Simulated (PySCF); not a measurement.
Ge(F)4 cation (F4Ge), SMILES [F][Ge]([F])([F])[F] (connectivity only; charge and spin as stated), charge +1, multiplicity 2. Geometry: PBE-D3(BJ)/def2-SVP. The multiplicity is an assumed one; other spin states were not compared. The isomer is the one that the SMILES or the coordinates give; other isomers of the formula were not compared.

Computed with PySCF with PBE-D3(BJ)/def2-SVP.

Harmonic wavenumbers (cm⁻¹): 112, 113, 113, 128, 168, 579, 603, 603, 638. Rotational constants (GHz): 3.393, 3.393, 3.089; symmetry number 4.

Problem. Work out the zero-point energy and the ideal-gas rigid-rotor harmonic-oscillator thermochemistry at 298.15 K and 1 atm.

Solution. ZPE = ½ Σ hcν = ½ × 3058 cm⁻¹ = 18.29 kJ/mol. H − E(el) = 38.85 kJ/mol. Entropy in J/(mol K): translation 171.12, rotation 99.79, vibration 70.55, spin 5.76, total 347.23. G − E(el) = -64.67 kJ/mol. Cp = 90.59 J/(mol K). Modes under 150 cm⁻¹ make the vibrational entropy uncertain.
